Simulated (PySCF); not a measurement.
SMILES [OH][Al]([OH])[S][Si](O)(O)O, PBE0/def2-SVP optimised geometry.

```
13

Si     1.32     0.10     0.00
O      2.24    -1.07    -0.69
O      2.28     1.44     0.08
O      0.03     0.32    -1.14
S      0.09    -0.28     1.62
Al    -1.50     0.10     0.00
O     -2.24     1.64     0.00
O     -2.47    -1.23    -0.47
H      3.19    -1.00    -0.54
H      1.98     2.13     0.67
H      0.13     0.37    -2.10
H     -3.19     1.74     0.08
H     -2.30    -2.13    -0.19
```

Density from PBE0/def2-TZVP (PySCF) at that geometry.

Minimum of the electron density along straight lines between bonded atoms, close to the bond critical point (lines longer than 1.1 times the sum of covalent radii, or with two minima, are not listed):

| bond | length / Å | ρ at the minimum / e bohr⁻³ | ∇²ρ there / e bohr⁻⁵ | position (fraction from the first atom) |
|---|---|---|---|---|
| Si1–O2 | 1.642 | 0.143 | 0.81 | 0.41 |
| Si1–O3 | 1.646 | 0.142 | 0.82 | 0.41 |
| Si1–O4 | 1.739 | 0.109 | [?] | 0.41 |
| Si1–S5 | 2.068 | 0.114 | 0.11 | 0.36 |
| O4–Al6 | 1.926 | 0.057 | 0.36 | 0.58 |
| S5–Al6 | 2.301 | 0.057 | 0.15 | 0.63 |
| Al6–O7 | 1.710 | 0.108 | 0.76 | 0.43 |
| Al6–O8 | 1.711 | 0.107 | 0.76 | 0.43 |
| O2–H9 | 0.962 | 0.353 | -2.43 | 0.81 |
| O3–H10 | 0.963 | 0.352 | -2.43 | 0.81 |
| O4–H11 | 0.965 | 0.348 | -2.44 | 0.82 |
| O7–H12 | 0.958 | 0.358 | -2.43 | 0.81 |
| O8–H13 | 0.958 | 0.359 | -2.43 | 0.81 |

Fill in the missing entries.


- Si1–O4, ∇²ρ there / e bohr⁻⁵: 0.56
